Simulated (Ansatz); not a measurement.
Born–Oppenheimer molecular dynamics of BClF₂H₂OSi (8 atoms, charge 0, multiplicity 1). It starts at the highest image of a converged band. Of that band: Neighbouring images differ by up to 4.9 eV, so the band resolves the path poorly. A vibrational analysis at the climbing image gives one clearly imaginary mode, 1329i cm⁻¹: a first-order saddle point.

Computed with RKS B3LYP-D4/def2-SVP (Ansatz).

```
ensemble                      : NVE (velocity Verlet)
time step                     : 0.5 fs
steps asked                   : 200
starting velocities drawn for : 100 K
seed                          : 7515
```

First frame:

```xyz
8
Properties=species:S:1:pos:R:3
O 1.107 -1.082 0.800
B -0.407 -1.033 0.595
Si -0.690 0.514 -0.709
F -1.130 0.118 -2.213
F 0.802 1.192 -0.847
Cl -1.961 1.983 -0.037
H 1.706 -0.299 0.659
H 0.664 -1.452 1.696
```

Question: How far do the bonds stretch over the last three quarters of this one trajectory? (Pairs bonded in most of those frames.)

Answer: 
| bond | mean (Å) | spread (Å) | shortest | longest |
| --- | --- | --- | --- | --- |
| O1–B2 | 1.628 | 0.064 | 1.51 | 1.69 |
| O1–H7 | 0.990 | 0.009 | 0.97 | 1.01 |
| O1–H8 | 0.980 | 0.007 | 0.97 | 0.99 |
| B2–Si3 | 2.091 | 0.059 | 1.98 | 2.17 |
| Si3–F4 | 1.620 | 0.008 | 1.61 | 1.63 |
| Si3–F5 | 1.654 | 0.013 | 1.63 | 1.69 |
| Si3–Cl6 | 2.056 | 0.016 | 2.03 | 2.10 |

Mean temperature of the second half: 311 K. The conserved energy stayed within 0.033 meV per atom of its start (net change 0 meV per atom), so the integration is sound. The system heated up, since it started high on the potential surface and ran downhill. A run of 0.1 ps of so small a system gives no equilibrium averages. The orbitals stay closed-shell, which can raise the energy where a bond breaks towards radicals; this wasn't checked here.

Run time: 8.3 min on 2 threads of Arm Neoverse V1, with other jobs on the host, peak memory 0.22 GiB.
